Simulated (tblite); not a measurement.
C5H11O2PSi2.
Cartesian coordinates in Å at the GFN2-xTB level; atoms count from 1:
```
atom  x, y, z in Å
C1    -2.794    0.637   -1.648
C2    -2.188    0.526   -0.465
C3    -2.918    0.429    0.837
C4    -0.716    0.573   -0.421
O5    -0.010    0.452   -1.425
C6    -0.060    0.556    0.903
O7    -0.129    1.360    1.801
Si8    1.152   -0.948    0.873
Si9    2.351   -0.349   -1.049
P10    4.317   -1.447   -0.731
H11   -2.214    0.714   -2.553
H12   -3.866    0.661   -1.741
H13   -3.992    0.422    0.671
H14   -2.665    1.275    1.475
H15   -2.635   -0.479    1.368
H16    1.725   -1.028    2.218
H17    0.300   -2.129    0.680
H18    1.925   -0.929   -2.324
H19    2.622    1.089   -1.172
H20    4.988   -0.765   -1.723
H21    4.796   -0.601    0.249
```

Computed values, GFN2-xTB/tblite, gas phase, harmonic and unscaled. This tight-binding method is rough: wavenumbers can miss measured ones by several per cent, in bad cases by 10 to 20. Modes of hydrogen on phosphorus and silicon can be 10 to 20 % off. One conformer, not necessarily the lowest.

Harmonic wavenumbers (cm⁻¹): 28.3, 41.4, 51.2, 63.7, 96.1, 106.9, 125.0, 150.0, 156.2, 175.8, 288.1, 313.2, 336.2, 360.9, 372.2, 398.3, 406.1, 441.2, 452.9, 522.6, 553.1, 586.3, 613.8, 619.3, 637.6, 659.2, 685.1, 704.3, 746.6, 776.9, 784.1, 819.7, 910.6, 937.9, 1022.8, 1040.5, 1070.6, 1156.7, 1266.8, 1377.1, 1405.7, 1470.4, 1477.2, 1572.2, 1659.2, 1737.0, 2176.6, 2206.2, 2229.3, 2258.7, 2322.1, 2419.2, 3008.8, 3027.2, 3051.0, 3105.7, 3140.2.

A = 1795, B = 414.4, C = 365.2 MHz; mass 190.004 u (most abundant isotopes); point group C1, symmetry number 1.

What is the zero-point energy?

½Σν̃ = 30061 cm⁻¹ = 359.61 kJ/mol.

Entropy at 298.15 K, 1 bar (ideal gas, RRHO, classical rotation)?

Translation 174.29, rotation 131.58, vibration 221.40: S = 527.3 J/(mol K).

And Cp and H(298.15 K) − H(0)?

Cp = 232.55 J/(mol K), of which vibrations give 199.29 (their classical limit is 57 R = 473.9); H(298.15 K) − H(0) = 42.51 kJ/mol without the zero-point energy, 32.59 from vibrations.

What must be added to the electronic energy to get the Gibbs energy at 298.15 K and 1 bar?

ZPE + [H(298.15 K) − H(0)] − T·S = 359.61 + 42.51 − 157.21 = 244.91 kJ/mol.

Blend soft modes into free rotors: weight 1/[1 + (100 cm⁻¹/ν̃)⁴] for the oscillator and the rest for a rotor with moment μB/(μ + B), μ = h/(8π²ν), B = 10⁻⁴⁴ kg m². What vibrational entropy results?

196.14 J/(mol K) in place of 221.40, which changes −T·S at 298.15 K by +7.53 kJ/mol.

Hindered rotation and anharmonicity are outside this model. Other conformers, if any are populated, would add a mixing term that is left out. The structure is chiral; the term R ln 2 for an equal mix with its mirror image is left out.

Time: 1.4 s of wall time. Hardware: Arm Neoverse V1, one thread, no GPU (shared host). This covers the Hessian and the dipole derivatives.
